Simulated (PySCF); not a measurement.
Electron correlation in Hg²⁺ (mercury, charge +2)

Starting occupation: [Xe] 4f14 5d9 6p1, 5d3/2 with m_j = -3/2, -1/2, +1/2, +3/2, 5d5/2 with m_j = -3/2, -1/2, +1/2, +3/2, +5/2, 6p3/2 with m_j = +3/2. Computed with PySCF 2.14 in x2c-TZVPall-2c with one added diffuse shell each of s, p, d type (12s12p11d2f, 117 functions), with X2C-1e with screened-nucleus spin-orbit coupling, Gaussian nucleus. Frozen: [Kr] 4d10 4f14; 18 electrons correlated; the 34 highest virtual spinors left out.

MP2 pair energies summed by pair of shells (mhartree):

```
       pair  energy  share (%)
5d3/2-5d5/2  -88.37       25.8
5d5/2-5d5/2  -50.12       14.6
5d5/2-5p3/2  -37.00       10.8
5d3/2-5d3/2  -31.08        9.1
5d3/2-5p3/2  -28.32        8.3
5d5/2-6p3/2  -14.62        4.3
5p3/2-5p3/2  -12.45        3.6
5d5/2-5p1/2  -12.14        3.5
5d3/2-6p3/2  -11.40        3.3
5p1/2-5p3/2  -10.85        3.2
5d3/2-5p1/2   -9.65        2.8
5d5/2-5s1/2   -8.49        2.5
5p3/2-5s1/2   -8.48        2.5
5d3/2-5s1/2   -6.91        2.0
5p1/2-5s1/2   -3.96        1.2
5p3/2-6p3/2   -3.16        0.9
5p1/2-5p1/2   -2.60        0.8
5s1/2-5s1/2   -2.31        0.7
5p1/2-6p3/2   -0.69        0.2
5s1/2-6p3/2   -0.24        0.1
```

Total MP2 correlation energy: -342.88 mhartree.

This basis was not built for core-valence correlation, so the inner-shell part is incomplete.
